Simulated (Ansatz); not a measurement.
Name a neutral molecule of Cl, Ga, I with HOMO energy (PBE0/def2-TZVPP) between -8.45 and -8.15 eV and HOMO–LUMO gap (PBE/def2-TZVPP) between 4.00 and 4.30 eV (Ansatz, PBE0-D4/def2-TZVP geometry).

`[Cl][Ga]([Cl])[I]` (-8.28 eV, 4.06 eV). Other molecules can fit too; these were computed, each in one conformer that needn't be the lowest.
